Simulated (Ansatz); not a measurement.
Reaction (atomization): `[SiH3]O[CH](S)[InH2]` → C• + 7 H• + In• + O• + S• + Si•

Program: Ansatz. Geometries: PBE0-D4/def2-TZVP. ΔE: electronic, gas phase. CCSD(T)/CBS is the MP2 limit (def2-TZVPP, def2-QZVPP) plus CCSD(T) − MP2 in def2-TZVPP, frozen cores. This one scheme is used for every species, atoms too. Open shells (•) are unrestricted, without spin–orbit coupling. Spin–orbit coupling would lower the free atoms: a little for C, O, S, Si; strongly for In. def2 core potentials past Kr. For In outer-core shells are correlated without core-valence functions, so the limit isn't a true one: a few kJ/mol of doubt a bond, and 10 to 20 or more in all where bonds break to atoms. One conformer a species, not always the lowest.

`[SiH3]O[CH](S)[InH2]`:

Z-matrix (Å, degrees):
```
Si
O 1 1.659
H 1 1.484 2 112.2
H 1 1.482 2 105.3 3 119.0
H 1 1.489 2 109.9 3 -121.8
C 2 1.394 1 123.7 3 83.2
In 6 2.178 2 118.2 1 -167.5
S 6 1.837 2 114.5 1 -54.0
H 6 1.097 2 111.4 1 61.0
H 7 1.722 6 114.2 2 47.4
H 7 1.718 6 119.2 2 -139.9
H 8 1.347 6 97.2 2 -64.4
```

```
               species  CCSD(T)/CBS(def2) energy (Eh)
`[SiH3]O[CH](S)[InH2]`                     -994.08524
                    C•                      -37.79194
                    H•                       -0.50000
                   In•                     -189.78701
                    O•                      -75.00631
                    S•                     -397.67955
                   Si•                     -288.94402
```

(1) Work out ΔE.

Largest T1 diagnostic among the species: 0.015.

Results:

(1) ΔE = 7 × (-0.50000) + (-37.79194) + (-189.78701) + (-75.00631) + (-397.67955) + (-288.94402) − (-994.08524) = 1.37641 Eh = +3613.8 kJ/mol.

In def2-TZVPP, CCSD(T) changes the Hartree–Fock value by +982.5 kJ/mol (the triples alone add +59.3 kJ/mol) and MP2 by +1002.1 kJ/mol; breaking electron pairs costs correlation energy, which Hartree–Fock lacks. The D4 term adds +52.6 kJ/mol with B3LYP and +27.7 kJ/mol with PBE0; it sums over pairs of atoms, weighted by their polarisabilities, and B3LYP, whose exchange is more repulsive, gets the larger term.

B3LYP here is the variant with VWN-RPA as its local correlation; programs differ in this.

For atomizations the MP2-based limit and the directly extrapolated one differ by several kJ/mol either way, and by 10 to 25 for some Ge, Se and Sn compounds, so smaller differences from it don't rank the levels.
